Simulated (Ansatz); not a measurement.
Correlation energies of `C[N]([GeH3])[Si](C)(C)C` by basis set

Z-matrix (Å, degrees):
```
C
N 1 1.456
H 1 1.099 2 113.0
H 1 1.095 2 110.9 3 120.3
H 1 1.096 2 111.4 3 -121.2
Si 2 1.735 1 117.6 3 -95.0
Ge 2 1.835 1 114.0 3 71.8
C 6 1.876 2 110.5 1 56.5
C 6 1.870 2 109.8 1 177.1
C 6 1.874 2 109.6 1 -62.9
H 7 1.533 2 110.0 1 168.1
H 7 1.547 2 111.2 1 -70.2
H 7 1.542 2 107.0 1 47.7
H 8 1.093 6 111.0 2 62.1
H 8 1.094 6 111.4 2 -57.9
H 8 1.094 6 111.2 2 -177.8
H 9 1.093 6 112.4 2 -62.4
H 9 1.092 6 112.1 2 59.6
H 9 1.094 6 108.9 2 178.6
H 10 1.093 6 112.2 2 59.3
H 10 1.094 6 110.6 2 179.1
H 10 1.093 6 110.8 2 -61.1
```

Charge 0, multiplicity 1. Correlated methods include outer-core shells of Ge, which these sets cover unevenly. Scalar relativity is left out up to krypton. The structure was optimised at the PBE0-D4/def2-TZVP level. It is one conformer, not always the lowest. Frozen core, restricted reference, Ansatz.

| basis | HF (Eh) | MP2 corr. |
| --- | --- | --- |
| def2-SVP | -2578.49603 | -1.08875 |
| def2-TZVPP | -2579.10533 | -1.31772 |
| def2-QZVPP | -2579.16707 | -1.64943 |

Question: Estimate the CCSD correlation energy and the (T) correction in each basis where they were run (hartree).

Answer: 
| basis | CCSD corr. | (T) |
| --- | --- | --- |
| def2-SVP | -1.17525 | -0.03460 |
| def2-TZVPP | -1.39341 | -0.05421 |
